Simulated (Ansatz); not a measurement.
P, charge -1, triplet (a gas-phase anion, which may not be bound at this level). Base run: CCSD(T)/pcseg-1 (Ansatz, a program for electronic structure).

The Ansatz input:
Ansatz 0.2 input:
```yaml
crystal:
  periodic: [false, false, false]
  atoms:
    - {symbol: P, position_ang: [0.00000000, 0.00000000, 0.00000000]}
basis:
  gaussian:
    orbitals: pcseg-1.json
total_charge: -1
magnetization: {spin_polarized: true, initial_magnetization: 2}
correlation: {method: ccsd_t}
```
The basis file holds pcseg-1 in the JSON format of the Basis Set Exchange.

Variants of this job, named by their change:

```csv
change,ΔE vs base (mEh),MP2 correlation (Eh),CC correlation without the perturbative part (Eh),basis functions
base,0.000,-0.06963,-0.08640,18
method = ccsd,1.522,-0.06963,-0.08640,18
accuracy = high,0.000,-0.06963,-0.08641,18
electrons = all,-5.323,-0.07543,-0.09159,18
method = rpa,-3.609,-,-,18
lower_state_search = off,0.000,-0.06963,-0.08640,18
"fitting = cc-pVTZ-JKFIT (mean field), cc-pVTZ-RIFIT (correlation)",0.006,-0.06959,-0.08638,18
method = bccd,1.588,-0.06963,-0.08634,18
method = bccd_t,0.005,-0.06963,-0.08634,18
diis_vectors = 4,0.000,-0.06963,-0.08640,18
```

A gas-phase anion may not be bound at this level; its values then depend on the basis.
